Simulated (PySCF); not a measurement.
## Telling isomers of C7H8F2 apart by NMR

All values are calculated (PySCF): structure optimised with GFN2-xTB, NMR shieldings at PBE0/pcSseg-1/GIAO. One computed conformer, gas phase, fast rotation and ring inversion assumed for equivalent nuclei, no relativistic terms.

Shifts are taken against calculated references (same method and geometry level): ¹H (σ = 31.72 ppm), ¹³C (σ = 186.93 ppm) vs TMS. Splittings of carbon signals by F and P are missing where no couplings were computed. Where no couplings were computed, multiplicities follow the n + 1 count of equivalent neighbours, and m marks all less simple cases (inequivalent or close neighbours, rings, F or P nearby). Shifts are as computed. Against solution values, carbons near 30 ppm lie about +3 ppm off and those near 130 ppm about +5 ppm. Of 1211 compounds with measured shifts, 218 miss one by over three times the rms of a fit or turn the order of signals round; such compounds aren't used in these exercises.

(1) Tabulate the signals of `FC(F)C1=CC=CCC1`, `FC(F)[C@@]12C=CC[C@@H]1C2` and their relative energies.

(2) What is the quickest way to tell FC(F)C1=CC=CCC1 from FC(F)[C@@]12C=CC[C@@H]1C2?

Answers

(1) 
| SMILES | carbon types | δC | δH | E rel. (kcal/mol) |
| --- | --- | --- | --- | --- |
| FC(F)C1=CC=CCC1 | 1×C 4×CH 2×CH2 | 138.2, 137.3, 131.1, 129.7, 120.4, 26.1, 23.8 | 6.70 (m, 1H), 6.41 (m, 1H), 6.34 (m, 1H), 6.21 (m, 1H), 2.35 (m, 2H), 2.19 (m, 2H) | 0.0 |
| FC(F)[C@@]12C=CC[C@@H]1C2 | 1×C 4×CH 2×CH2 | 140.4, 139.7, 122.2, 43.0, 40.7, 25.5, 21.0 | 6.51 (m, 1H), 6.23 (m, 1H), 5.73 (m, 1H), 2.78 (m, 1H), 2.47 (m, 1H), 1.94 (m, 1H), 1.50 (m, 1H), 0.04 (m, 1H) | 7.8 |

Energies are electronic energies at PBE0/pcSseg-1 on these geometries, without zero-point or thermal terms, each for the one conformer computed, which needn't be the lowest.

(2) Both give the same number of carbon signals, with the same numbers of each carbon type, so the positions decide. The first has a fully substituted alkene carbon (C) at 138.2 ppm, the second a three-membered-ring carbon (C) at 43.0 ppm. Their most deshielded carbons lie at 138.2 and 140.4 ppm.
